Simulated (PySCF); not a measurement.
Unknown compound

The spectra below were simulated for a compound C2Cl3F3.

$^{13}$C{$^{1}$H} NMR (computed): δ 131.9 (C), 118.3 (C).

Method: PBE0-D3(BJ)/def2-TZVP geometry, shielding tensors at B97-2/pcSseg-2 (GIAO), in PySCF (rapidly exchanging positions averaged, isolated molecule, one computed conformer, relativity neglected).

Shifts are taken against calculated references (same method and geometry level): $^{13}$C vs TMS.

**Question.** Propose a structure and justify it.

**Answer.** 
- The formula gives 0 degrees of unsaturation.
- 2 carbon signals for 2 carbons: no two carbons are equivalent.
- Carbon types of the structure: 2 × C.
- δC 131.9: CF3 carbon; 3 electronegative neighbours deshield it.
- δC 118.3: fully substituted sp3 carbon bonded to 3 Cl; 3 electronegative neighbours deshield it.

Structure: 1,1,1-trifluoro-2,2,2-trichloroethane (SMILES ClC(C(F)(F)F)(Cl)Cl).

The data come from this structure; uniqueness wasn't tested.

Carbons that carry Cl, above all several Cl atoms, come out too deshielded, partly because spin–orbit coupling is missing. Splittings by $^{19}$F in the carbon and heteronuclear signals aren't shown, as no couplings were computed. Shifts are as computed. Against solution values, carbons near 30 ppm lie about +3 ppm off and those near 130 ppm about +7 ppm; carbons on Cl a further +5 ppm. Of 1211 compounds with measured shifts, 218 miss one by over three times the rms of a fit or turn the order of signals round; such compounds aren't used in these exercises.
